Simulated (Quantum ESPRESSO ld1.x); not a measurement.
Task: These are the eigenvalues of the occupied orbitals of an atom or ion with whole-number occupations (eV). Method: Dirac Kohn-Sham, PBE, spin-unpolarised, spherical densities, point nucleus; computed with ld1.x of Quantum ESPRESSO 7.5.

| orbital | eigenvalue |
|---|---|
| 1s1/2 | -43376.0 |
| 2s1/2 | -7023.09 |
| 2p1/2 | -6644.52 |
| 2p3/2 | -6124.43 |
| 3s1/2 | -1533.41 |
| 3p1/2 | -1371.85 |
| 3p3/2 | -1268.02 |
| 3d3/2 | -986.880 |
| 3d5/2 | -964.437 |
| 4s1/2 | -315.049 |
| 4p1/2 | -254.099 |
| 4p3/2 | -231.607 |
| 4d3/2 | -131.508 |
| 4d5/2 | -127.537 |
| 5s1/2 | -53.3047 |
| 5p1/2 | -37.0541 |
| 5p3/2 | -34.0047 |
| 4f5/2 | -14.6655 |

Which element is it, and in what charge state? The configuration may be excited. Open shells, if any, fill j = l - 1/2 first.

Result: Z = 60, neodymium, charge +2: Nd2+ in [Xe] 4f4. The list shows which subshells hold electrons but not how many an open one holds; the 1s level, -1594 hartree, gives Z - s = 56.5 by -(Z - s)^2/2, which with screening and relativity narrows Z to a few neighbours, and the depths of the outer levels then fix element, charge and occupations together.
